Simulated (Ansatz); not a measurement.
Reaction: CBr2F2 (dibromo(difluoro)methane, SMILES FC(F)(Br)Br) → CBrF2 (SMILES F[C](F)Br, doublet) + Br (doublet) (the Br-C bond breaks)
Each species at its own B3LYP-D3(BJ)/def2-TZVP minimum (Ansatz, a program for electronic structure).

Total energies in hartree (Ansatz). UHF or UKS for unpaired electrons; spin-orbit terms are left out. Correlated methods leave the cores frozen (noble-gas shells, and filled d and f shells in the p block). No relativity. Spin-orbit terms, left out, reach several kcal/mol for Br and I, and more for heavier atoms.

```tsv
species	HF/cc-pVTZ	CCSD(T)/cc-pVTZ	HF/cc-pVQZ	CCSD(T)/cc-pVQZ	CCSD(T)/cc-pVDZ	CCSDT(Q)/cc-pVDZ
1: CBr2F2 (dibromo(difluoro)methane, SMILES FC(F)(Br)Br)	-5381.73298	-5382.78000	-5381.75790	-5382.89892	-5382.27526	-5382.27768
2: CBrF2 (SMILES F[C](F)Br, doublet)	-2809.23629	-2810.07444	-2809.25869	-2810.17064	-2809.70483	-2809.70708
3: Br (doublet)	-2572.44509	-2572.60263	-2572.44802	-2572.62195	-2572.47590	-2572.47619
```

Question: Work out the bond dissociation energy (electronic) in kcal/mol: take Hartree-Fock from cc-pVQZ, extrapolate the CCSD(T) correlation energy as X^-3 (X = 3, 4), and add CCSDT(Q) - CCSD(T) in cc-pVDZ. 1 hartree = 627.51 kcal/mol.

Answer: 
Species 1: correlation (64·(-1.14102) - 27·(-1.04702))/37 = -1.20961; step -0.00242; E1 = -5381.75790 + (-1.20961) + (-0.00242) = -5382.96993
Species 2: correlation (64·(-0.91195) - 27·(-0.83815))/37 = -0.96580; step -0.00225; E2 = -2809.25869 + (-0.96580) + (-0.00225) = -2810.22674
Species 3: correlation (64·(-0.17393) - 27·(-0.15754))/37 = -0.18589; step -0.00029; E3 = -2572.44802 + (-0.18589) + (-0.00029) = -2572.63420
-1·E1 +1·E2 +1·E3 = 0.10899 hartree = 68.4 kcal/mol.
